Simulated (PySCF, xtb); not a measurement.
C3H12Si3, SMILES [SiH3]C(C=C)([SiH3])[SiH3].

GFN2-xTB (xtb 6.7.1) at its own geometry gives an orbital gap of 4.27 eV and a dipole moment of 0.38 D.

The structure is a stationary point at PBE-D3(BJ)/def2-SVP. The structure was generated by enumeration, and PubChem lists no compound with its InChIKey, so it may never have been made. The values are those of a single conformer.

What does PBE/def2-TZVP (PySCF) give? (Estimate from the structure and the level; the computed values follow.)

gap 4.82 eV (levels -6.26 and -1.44 eV), dipole 0.44 D.
